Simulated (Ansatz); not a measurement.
F$_{4}$Sn, charge +1, doublet, at a GFN2-xTB geometry of the parent state (such geometries of metal compounds can be far from the true shape) (a state made from the parent by changing its charge; the spin is typed, not shown lowest) (core potentials on Sn); PBE/def2-SVP run with Ansatz (a quantum-chemistry and plane-wave program).

Here is a job for Ansatz.
Ansatz 0.2 input:
```yaml
crystal:
  periodic: [false, false, false]
  atoms:
    - {symbol: F, position_ang: [-1.14349714, -1.78303274, -0.87539354]}
    - {symbol: Sn, position_ang: [0.00000000, 0.00000000, 0.00000000]}
    - {symbol: F, position_ang: [-1.36890091, 1.83770533, 0.04532888]}
    - {symbol: F, position_ang: [0.67888066, -0.49971285, 2.13131729]}
    - {symbol: F, position_ang: [1.83351739, 0.44504026, -1.30125264]}
basis:
  gaussian:
    orbitals: def2-SVP
hamiltonian:
  xc: pbe
total_charge: 1
magnetization: {spin_polarized: true, initial_magnetization: 1}
```

Output, abridged:

```
Functional definition: PBE
883 factors; their error is unknown
mean field evaluation 1: about -16645.5387 eV, gradient 7.2e1 eV
mean field evaluation 2: about -16318.6767 eV, gradient 2.3e2 eV
mean field evaluation 4: about -16663.0232 eV, gradient 2.6e1 eV
mean field evaluation 8: about -16660.5052 eV, gradient 3.4e1 eV
mean field evaluation 16: about -16666.3741 eV, gradient 2.5e-2 eV
mean field evaluation 32: about -16664.4172 eV, gradient 1.5e1 eV
mean field evaluation 64: about -16666.2526 eV, gradient 4.4e-1 eV
mean field evaluation 96: about -16666.2081 eV, gradient 1.5e0 eV
mean field evaluation 128: about -16666.3741 eV, gradient 3.5e-2 eV
mean field evaluation 160: about -16666.2113 eV, gradient 3.4e0 eV
mean field evaluation 192: about -16666.3512 eV, gradient 1.2e0 eV
mean field -16666.37420725 eV, -612.4779552421 hartree, gradient 9.5e-7 eV, S^2 0.752709; 10 other end points of the search recorded, 0 dependent functions left out
reference -16666.37424283 eV, -612.4779565499 hartree; 29, 28 occupied and 53, 54 virtual orbitals, 883 factors
Total energy: -16666.37424283 eV, -612.4779565499 hartree
```
